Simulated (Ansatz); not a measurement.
Calculated with Ansatz (gas phase, PBE0-D4/def2-TZVP geometries, no zero-point term in ΔE). CCSD(T)/CBS is the MP2 limit (def2-TZVPP, def2-QZVPP) plus CCSD(T) − MP2 in def2-TZVPP, frozen cores. This one scheme is used for every species. DFT in def2-TZVPP. Each species was taken in one conformer, which may not be the lowest.

Reaction (ligand exchange at the Si–C bond): `F[C@H]1O[C@H]1[SiH3]` + `C[O][Al]([OH])[F]` → `C[O][Al]([F])[O][SiH3]` + `FC1CO1`

Task: Is it downhill or uphill in electronic energy at CCSD(T)/CBS, and by how much? (Estimate.)

Result: Ansatz gave: Downhill: ΔE = -116.5 kJ/mol.

Task: What do these levels give: PBE, r2SCAN, MP2/def2-TZVPP, CCSD(T)/def2-TZVPP, MP2/def2-QZVPP, SCS-MP2/def2-QZVPP? (Estimate.)

Result: Computed: PBE -101.8, r2SCAN -114.7, MP2/def2-TZVPP -118.3, CCSD(T)/def2-TZVPP -117.5, MP2/def2-QZVPP -118.6, SCS-MP2/def2-QZVPP -123.3 kJ/mol.

Largest T1 diagnostic among the species: 0.013.

In def2-TZVPP, CCSD(T) changes the Hartree–Fock value by +27.3 kJ/mol (the triples alone add +4.4 kJ/mol) and MP2 by +26.5 kJ/mol. From PBE to PBE0 (25 % exact exchange), in def2-TZVPP and without D4, ΔE moves by −8.8 kJ/mol.
